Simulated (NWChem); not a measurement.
All runs are NWChem calculations. System: OPb, charge 0, spin multiplicity 1, at a geometry optimised with B3LYP/def2-SVP with def2 effective core potentials on Pb. The structure started from a generated list of species. Level: G0W0@PBE/def2-SVPD with def2 effective core potentials on Pb, RI basis def2-svpd-rifit, no spin-orbit coupling.

Input file:

```
start mol
memory heap 200 mb stack 700 mb global 1700 mb
geometry units angstroms nocenter noautoz
  Pb     0.000000     0.000000     0.172787
  O      0.000000     0.000000    -1.771069
  symmetry group C2v
end
basis spherical
  * library def2-svpd
end
ecp
  Pb library def2-ecp
end
basis "ri basis" bse spherical
  * library def2-svpd-rifit
end
dft
  xc xpbe96 cpbe96
  iterations 100
  direct
  tolerances tight
end
task dft energy
gw
  states alpha occ 4 vir 2
end
task dft gw
```

Part of the output:

```
             Northwest Computational Chemistry Package (NWChem) 7.3.0
             --------------------------------------------------------

                                NWChem Input Module
                                -------------------

 Scaling coordinates for geometry "geometry" by  1.889725989
 (inverse scale =  0.529177249)

 Turning off AUTOSYM since
 SYMMETRY directive was detected!

                             Geometry "geometry" -> ""
                             -------------------------

 Output coordinates in angstroms (scale by  1.889725989 to convert to a.u.)

  No.       Tag          Charge          X              Y              Z
 ---- ---------------- ---------- -------------- -------------- --------------
    1 Pb                  82.0000     0.00000000     0.00000000     0.17278700
    2 O                    8.0000     0.00000000     0.00000000    -1.77106900

 Effective nuclear repulsion energy (a.u.)     178.5833288802

            Nuclear Dipole moment (a.u.)
            ----------------------------
        X                 Y               Z
 ---------------- ---------------- ----------------
     0.0000000000     0.0000000000    -0.0000340151

      Symmetry information
      --------------------

 Group name             C2v
 Group number             16
 Group order               4
 No. of unique centers     2

      Symmetry unique atoms

     1    2


 Summary of "ao basis" -> "" (spherical)
 ------------------------------------------------------------------------------
       Tag                 Description            Shells   Functions and Types
 ---------------- ------------------------------  ------  ---------------------
 *                         def2-svpd                  on all atoms

 Summary of "ri basis" -> "" (spherical)
 ------------------------------------------------------------------------------
       Tag                 Description            Shells   Functions and Types
 ---------------- ------------------------------  ------  ---------------------
 *                      def2-svpd-rifit               on all atoms

  pbe96 is a nonlocal functional; adding pw91lda local functional.

                                 NWChem DFT Module
                                 -----------------

 Summary of "ao basis" -> "ao basis" (spherical)
 ------------------------------------------------------------------------------
       Tag                 Description            Shells   Functions and Types
 ---------------- ------------------------------  ------  ---------------------
 Pb                        def2-svpd                12       32   5s4p3d
 O                         def2-svpd                 9       23   4s3p2d

 Summary of "ao basis" -> "ao basis" (spherical)
 ------------------------------------------------------------------------------
       Tag                 Description            Shells   Functions and Types
 ---------------- ------------------------------  ------  ---------------------
 Pb                        def2-svpd                12       32   5s4p3d
 O                         def2-svpd                 9       23   4s3p2d

      Symmetry analysis of basis
      --------------------------

        a1         26
        a2          5
        b1         12
        b2         12

            General Information
            -------------------
          SCF calculation type: DFT
          Wavefunction type:  closed shell.
          No. of atoms     :     2
          No. of electrons :    30
           Alpha electrons :    15
            Beta electrons :    15
          Charge           :     0
          Spin multiplicity:     1
          Use of symmetry is: on ; symmetry adaption is: on
          Maximum number of iterations: 100
          This is a Direct SCF calculation.
          AO basis - number of functions:    55
                     number of shells:    21
          Convergence on energy requested:  1.00D-06
          Convergence on density requested:  1.00D-05
          Convergence on gradient requested:  5.00D-04

              XC Information
              --------------
          PerdewBurkeErnzerhof Exchange Functional  1.000
            Perdew 1991 LDA Correlation Functional  1.000 local
           PerdewBurkeErnz. Correlation Functional  1.000 non-local

             Grid Information
             ----------------
          Grid used for XC integration:  medium
          Radial quadrature: Mura-Knowles
          Angular quadrature: Lebedev.
          Tag              B.-S. Rad. Rad. Pts. Rad. Cut. Ang. Pts.
          ---              ---------- --------- --------- ---------
          Pb                  1.80      123          10.0       590
          O                   0.60       49          11.0       434
          Grid pruning is: on
          Number of quadrature shells:   172
          Spatial weights used:  Erf1

          Convergence Information
          -----------------------
          Convergence aids based upon iterative change in
          total energy or number of iterations.
          Levelshifting, if invoked, occurs when the
          HOMO/LUMO gap drops below (HL_TOL):  1.00D-02
          DIIS, if invoked, will attempt to extrapolate
          using up to (NFOCK): 10 stored Fock matrices.

                    Damping( 0%)  Levelshifting(0.5)       DIIS
                  --------------- ------------------- ---------------
          dE  on:    start            ASAP                start
          dE off:    2 iters        100 iters           100 iters

      Screening Tolerance Information
      -------------------------------
[...]
 !! scf_movecs_sym_adapt:   14 vectors were symmetry contaminated

 d= 0,ls=0.0,diis     4   -267.9802586315 -1.66D-03  2.31D-03  2.45D-02     2.4

 !! scf_movecs_sym_adapt:   20 vectors were symmetry contaminated

  Symmetry fudging

 !! scf_movecs_sym_adapt:   10 vectors were symmetry contaminated

 d= 0,ls=0.0,diis     5   -267.9828580306 -2.60D-03  1.25D-04  1.24D-02     2.9

 !! scf_movecs_sym_adapt:   24 vectors were symmetry contaminated

  Symmetry fudging

 !! scf_movecs_sym_adapt:   10 vectors were symmetry contaminated

 d= 0,ls=0.0,diis     6   -267.9828298045  2.82D-05  4.06D-04  1.28D-02     3.3

 !! scf_movecs_sym_adapt:   16 vectors were symmetry contaminated

  Symmetry fudging

 !! scf_movecs_sym_adapt:   10 vectors were symmetry contaminated

 d= 0,ls=0.0,diis     7   -267.9834572895 -6.27D-04  8.21D-04  8.03D-03     3.8

 !! scf_movecs_sym_adapt:   16 vectors were symmetry contaminated

  Symmetry fudging

 !! scf_movecs_sym_adapt:   10 vectors were symmetry contaminated

 d= 0,ls=0.0,diis     8   -267.9844352518 -9.78D-04  7.92D-05  4.36D-05     4.3

 !! scf_movecs_sym_adapt:   16 vectors were symmetry contaminated

  Symmetry fudging

 !! scf_movecs_sym_adapt:   10 vectors were symmetry contaminated

 d= 0,ls=0.0,diis     9   -267.9844407487 -5.50D-06  1.33D-05  6.85D-07     4.8

 !! scf_movecs_sym_adapt:   14 vectors were symmetry contaminated

  Symmetry fudging

 !! scf_movecs_sym_adapt:   10 vectors were symmetry contaminated

 d= 0,ls=0.0,diis    10   -267.9844408507 -1.02D-07  2.25D-06  4.08D-08     5.3

         Total DFT energy =     -267.984440850680
      One electron energy =     -535.455015483471
           Coulomb energy =      244.074079525276
    Exchange-Corr. energy =      -24.516105323766
 Nuclear repulsion energy =       47.912600431280

 Numeric. integr. density =       30.000005104892

     Total iterative time =      4.8s

                  Occupations of the irreducible representations
                  ----------------------------------------------

                     irrep           alpha         beta
                     --------     --------     --------
                     a1                8.0          8.0
                     a2                1.0          1.0
                     b1                3.0          3.0
                     b2                3.0          3.0

                       DFT Final Molecular Orbital Analysis
                       ------------------------------------

 Vector   13  Occ=2.000000D+00  E=-2.315468D-01  Symmetry=a1
              MO Center=  1.6D-14, -1.8D-14, -9.4D-01, r^2= 2.8D+00
   Bfn.  Coefficient  Atom+Function         Bfn.  Coefficient  Atom+Function
  ----- ------------  ---------------      ----- ------------  ---------------
    39      0.532029  2 O  pz                14     -0.370029  1 Pb pz
    42      0.337609  2 O  pz                 4     -0.204343  1 Pb s
    17     -0.165936  1 Pb pz                 3     -0.151695  1 Pb s
    11      0.138929  1 Pb pz                20     -0.136866  1 Pb d  0
     8      0.135587  1 Pb pz                 1      0.114416  1 Pb s

 Vector   14  Occ=2.000000D+00  E=-2.303516D-01  Symmetry=b1
              MO Center= -1.4D-14,  9.3D-17, -1.4D+00, r^2= 1.6D+00
   Bfn.  Coefficient  Atom+Function         Bfn.  Coefficient  Atom+Function
  ----- ------------  ---------------      ----- ------------  ---------------
    37      0.560979  2 O  px                40      0.381018  2 O  px
    12      0.262075  1 Pb px                43      0.138874  2 O  px
    15      0.102330  1 Pb px                21     -0.102558  1 Pb d  1
     9     -0.092125  1 Pb px                 6     -0.089990  1 Pb px
    54     -0.041507  2 O  d  1

 Vector   15  Occ=2.000000D+00  E=-2.303516D-01  Symmetry=b2
              MO Center= -1.3D-17,  2.2D-14, -1.4D+00, r^2= 1.6D+00
   Bfn.  Coefficient  Atom+Function         Bfn.  Coefficient  Atom+Function
  ----- ------------  ---------------      ----- ------------  ---------------
    38      0.560979  2 O  py                41      0.381018  2 O  py
    13      0.262075  1 Pb py                44      0.138874  2 O  py
    16      0.102330  1 Pb py                19      0.102558  1 Pb d -1
    10     -0.092125  1 Pb py                 7     -0.089990  1 Pb py
    52      0.041507  2 O  d -1

 Vector   16  Occ=0.000000D+00  E=-1.110156D-01  Symmetry=b1
              MO Center=  3.3D-16,  1.7D-16,  5.0D-02, r^2= 3.7D+00
   Bfn.  Coefficient  Atom+Function         Bfn.  Coefficient  Atom+Function
  ----- ------------  ---------------      ----- ------------  ---------------
    15      0.615031  1 Pb px                12      0.538820  1 Pb px
    37     -0.305815  2 O  px                40     -0.235494  2 O  px
     9     -0.178642  1 Pb px                 6     -0.172787  1 Pb px
    43     -0.138175  2 O  px                21      0.079861  1 Pb d  1
    31     -0.044317  1 Pb d  1              26     -0.031198  1 Pb d  1

 Vector   17  Occ=0.000000D+00  E=-1.110156D-01  Symmetry=b2
              MO Center=  1.1D-16, -1.6D-16,  5.0D-02, r^2= 3.7D+00
   Bfn.  Coefficient  Atom+Function         Bfn.  Coefficient  Atom+Function
  ----- ------------  ---------------      ----- ------------  ---------------
    16      0.615031  1 Pb py                13      0.538820  1 Pb py
    38     -0.305815  2 O  py                41     -0.235494  2 O  py
    10     -0.178642  1 Pb py                 7     -0.172787  1 Pb py
    44     -0.138175  2 O  py                19     -0.079861  1 Pb d -1
    29      0.044317  1 Pb d -1              24      0.031198  1 Pb d -1

 Vector   18  Occ=0.000000D+00  E=-1.702699D-02  Symmetry=a1
              MO Center= -1.7D-16, -1.2D-16,  6.1D-01, r^2= 5.8D+00
   Bfn.  Coefficient  Atom+Function         Bfn.  Coefficient  Atom+Function
  ----- ------------  ---------------      ----- ------------  ---------------
    17     -1.135348  1 Pb pz                 4      1.089882  1 Pb s
    36     -0.631909  2 O  s                 45     -0.535317  2 O  pz
    14     -0.319123  1 Pb pz                35     -0.304987  2 O  s
    42     -0.289915  2 O  pz                39     -0.267059  2 O  pz
    30     -0.249773  1 Pb d  0               5     -0.224904  1 Pb s

 center of mass
 --------------
 x =   0.00000000 y =   0.00000000 z =   0.06418768

 moments of inertia (a.u.)
 ------------------
         200.414595846226           0.000000000000           0.000000000000
           0.000000000000         200.414595846226           0.000000000000
           0.000000000000           0.000000000000           0.000000000000

     Multipole analysis of the density
     ---------------------------------

     L   x y z        total         alpha         beta         nuclear
     -   - - -        -----         -----         ----         -------
     0   0 0 0     -0.000000    -15.000000    -15.000000     30.000000

     1   1 0 0      0.000000      0.000000      0.000000      0.000000
     1   0 1 0      0.000000      0.000000      0.000000      0.000000
     1   0 0 1      1.817235     10.704237     10.704237    -19.591239

     2   2 0 0    -22.838343    -11.419172    -11.419172      0.000000
     2   1 1 0     -0.000000     -0.000000     -0.000000      0.000000
     2   1 0 1     -0.000000     -0.000000     -0.000000      0.000000
     2   0 2 0    -22.838343    -11.419172    -11.419172      0.000000
     2   0 1 1     -0.000000     -0.000000     -0.000000      0.000000
     2   0 0 2    -31.220346    -61.588163    -61.588163     91.955980

 Task  times  cpu:        5.3s     wall:        5.3s

                                NWChem Input Module
                                -------------------

                                 NWChem GW Module
                                 ----------------

                             ***********************
                             ***        GW       ***
                             ***********************

 Summary of "ri basis" -> "ri basis" (spherical)
 ------------------------------------------------------------------------------
       Tag                 Description            Shells   Functions and Types
 ---------------- ------------------------------  ------  ---------------------
 Pb                     def2-svpd-rifit             35      137   10s9p8d6f2g
 O                      def2-svpd-rifit             20       64   7s6p5d2f

                 Memory Information
                 ------------------
          Available GA per process is          1700.0 MBs
          Available stack per process is        700.0 MBs
          Available heap per process is           0.0 MBs

          Peak memory in Initialization
              Peak GA per process is                  1.7 MBs
              Peak stack per process is               0.0 MBs
              Peak heap per process is                1.9 MBs
              Memory not in MA per process            0.0 MBs

          Peak memory in AFF Calculation
              Peak GA per process is                  5.1 MBs
              Peak stack per process is               2.7 MBs
              Peak heap per process is                0.0 MBs
              Memory not in MA per process            2.7 MBs

          Computing 2-center integrals
          Computing Inverse Cholesky factor
          Computing 3-center integrals
          Computing V_xc ...

          Computing Sigma_x
          Computing RPA polarizability
          Solving quasiparticle equations

                  Alpha Orbitals
          State     Energy (eV)     Error (eV)
          -----------------------------------
@GW        12        -13.325           0.004
@GW        13         -8.501           0.002
@GW        14         -8.153           0.005
@GW        15         -8.153           0.005
@GW        16          0.045           0.002
@GW        17          0.045           0.002

   Applying  -1.8849 eV scissor-shift to rest of particle states

   Applying   3.0661 eV scissor-shift to rest of hole states

     GW Timing Statistics
   ------------------------
   Init.   :          0.1s
     ERIs  :          0.2s
     Distr.:          0.0s
     Vxc   :          0.1s
   Sigma_x :          0.0s
   RPA     :          0.1s
   Wmn     :          0.0s
   Sigma_c :          0.0s
   GW total:          0.5s

 Task  times  cpu:        0.5s     wall:        0.5s

 Total times  cpu:        5.8s     wall:        5.8s
```
